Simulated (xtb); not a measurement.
xtb input (GFN1-xTB):

```bash
xtb mol.xyz --gfn 1 --sp --chrg 0 --uhf 0
```
mol.xyz:
```
6

B      0.03623425     0.00377206    -0.00263558
F      0.58678180     1.16541197    -0.36137801
F      0.85868406    -1.01493611     0.25623894
N     -1.34673212    -0.14019749     0.09795746
H     -1.98259214     0.61380546    -0.09249224
H     -1.78064696    -1.00556612     0.36621954
```

End of the output:

```
         :::::::::::::::::::::::::::::::::::::::::::::::::::::
         ::                     SUMMARY                     ::
         :::::::::::::::::::::::::::::::::::::::::::::::::::::
         :: total energy             -16.101498266265 Eh    ::
         :: gradient norm              0.010355116889 Eh/a0 ::
         :: HOMO-LUMO gap              7.365501149477 eV    ::
         ::.................................................::
         :: SCC energy               -16.197930813291 Eh    ::
         :: -> electrostatic           0.055008494713 Eh    ::
         :: repulsion energy           0.097394698536 Eh    ::
         :: dispersion energy         -0.000962151510 Eh    ::
         :: halogen bond corr.         0.000000000000 Eh    ::
         :: add. restraining           0.000000000000 Eh    ::
         :: total charge              -0.000000000000 e     ::
         :::::::::::::::::::::::::::::::::::::::::::::::::::::

           -------------------------------------------------
          |                Property Printout                |
           -------------------------------------------------

    * Orbital Energies and Occupations

         #    Occupation            Energy/Eh            Energy/eV
      -------------------------------------------------------------
         1        2.0000           -0.8425751             -22.9276
         2        2.0000           -0.8419237             -22.9099
         3        2.0000           -0.7815470             -21.2670
         4        2.0000           -0.6169961             -16.7893
         5        2.0000           -0.5895607             -16.0428
         6        2.0000           -0.5737303             -15.6120
         7        2.0000           -0.5680166             -15.4565
         8        2.0000           -0.5513805             -15.0038
         9        2.0000           -0.5320884             -14.4789
        10        2.0000           -0.5230245             -14.2322
        11        2.0000           -0.5142113             -13.9924
        12        2.0000           -0.4542082             -12.3596 (HOMO)
        13                         -0.1835310              -4.9941 (LUMO)
        14                         -0.1396239              -3.7994
        15                         -0.0785866              -2.1385
        16                          0.0592302               1.6117
Note: The following floating-point exceptions are signalling: IEEE_DENORMAL
normal termination of xtb
        17                          0.1923625               5.2345
        18                          0.4119531              11.2098
        19                          0.4166494              11.3376
        20                          0.6061865              16.4952
      -------------------------------------------------------------
                  HL-Gap            0.2706772 Eh            7.3655 eV
             Fermi-level           -0.3188696 Eh           -8.6769 eV

  Mulliken/CM5 charges         n(s)   n(p)   n(d)
     1B     0.65808  0.53951   0.766  1.575  0.000
     2F    -0.31079 -0.25676   1.800  5.511  0.000
     3F    -0.31079 -0.25676   1.800  5.511  0.000
     4N    -0.49174 -0.87634   1.421  4.071  0.000
     5H     0.22762  0.42517   0.772  0.000  0.000
     6H     0.22762  0.42517   0.772  0.000  0.000

Wiberg/Mayer (AO) data.
largest (>0.10) Wiberg bond orders for each atom

 ---------------------------------------------------------------------------
     #   Z sym  total        # sym  WBO       # sym  WBO       # sym  WBO
 ---------------------------------------------------------------------------
     1   5 B    3.256 --     4 N    1.265     2 F    0.984     3 F    0.984
     2   9 F    1.091 --     1 B    0.984
     3   9 F    1.091 --     1 B    0.984
     4   7 N    3.213 --     1 B    1.265     5 H    0.924     6 H    0.924
     5   1 H    0.950 --     4 N    0.924
     6   1 H    0.950 --     4 N    0.924
 ---------------------------------------------------------------------------

Topologies differ in total number of bonds
Writing topology from bond orders to xtbtopo.mol

 dipole moment from electron density (au)
     X       Y       Z
  -1.3433  -0.1398   0.0977  total (Debye):    3.442

           -------------------------------------------------
          | TOTAL ENERGY              -16.101498266265 Eh   |
          | GRADIENT NORM               0.010355116889 Eh/α |
          | HOMO-LUMO GAP               7.365501149477 eV   |
           -------------------------------------------------

------------------------------------------------------------------------
------------------------------------------------------------------------
 total:
 SCF:
```
